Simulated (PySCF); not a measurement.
[PySCF 2.14.0 with density-fitted response routines: geometry from PBE0-D3(BJ)/def2-SVP; shieldings: GIAO PBE0/pcSseg-1; non-relativistic; fast rotation and ring inversion assumed for equivalent nuclei; no solvent model; one computed conformer]

Referencing at the same level of theory: TMS for 1H (31.27 ppm), 13C (184.41 ppm). Shifts are as computed. Against solution values, carbons near 30 ppm lie about +2 ppm off and those near 130 ppm about +5 ppm. Of 1313 compounds with measured shifts, 239 miss one by over three times the rms of a fit or turn the order of signals round; such compounds aren't used in these exercises.

Question: Order these molecules by the shift of their most deshielded carbon, lowest δ first.
A. CO[C@H]1CC[SiH2]1
B. C=CC[SiH2]OC
C. C=CO[SiH](C)C

Answer: A (74.1 ppm, sp3 CH bonded to O and Si), B (143.3 ppm, alkene CH), C (154.7 ppm, alkene carbon bearing oxygen).

Question: How many 13C and 1H signals does each give (equivalence by symmetry and fast rotation, but not about amide C–N or C=N bonds)? `CO[C@H]1CC[SiH2]1`, `C=CC[SiH2]OC`, `C=CCCO[SiH3]`, `C=CO[SiH](C)C`

Answer: CO[C@H]1CC[SiH2]1: 4 C, 8 H; C=CC[SiH2]OC: 4 C, 6 H; C=CCCO[SiH3]: 4 C, 6 H; C=CO[SiH](C)C: 3 C, 5 H.
